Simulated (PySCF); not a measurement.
CH3O3Tc, multiplicity 1. Atoms are numbered in the order given.

```xyz
8

Tc     0.0000     0.0000    -0.1096
O     -1.3966     0.8063    -0.5789
O      1.3966     0.8063    -0.5789
O      0.0000    -1.6126    -0.5789
C      0.0000     0.0000     1.9511
H      0.0000     1.0442     2.2998
H      0.9043    -0.5221     2.2998
H     -0.9043    -0.5221     2.2998
```

The structure is a stationary point at r2SCAN-D4/def2-SVP. The spin state was assumed, not searched. The def2 effective core potentials stand for the cores of Tc; spin–orbit coupling is left out.

All values below come from B3LYP/def2-TZVP (PySCF).

Isolated molecule, no solvent.

```
Property                                                                                                        Value
---------------------------------------------------------------------------------------------  ----------------------
total energy                                                                                       -346.60732 hartree
point group                                                                                                       C3v
highest occupied level                                                                                       -9.43 eV
lowest empty level                                                                                           -3.83 eV
orbital gap                                                                                                   5.60 eV
dipole moment                                                                                                  2.96 D
quadrupole, principal values (traceless, Buckingham form, about the centre of nuclear charge)  -3.65, -3.65, 7.31 D·Å
mean static polarisability                                                                       57.0 bohr³ (8.44 Å³)
polarisability, principal values                                                               55.0, 55.0, 60.9 bohr³
```
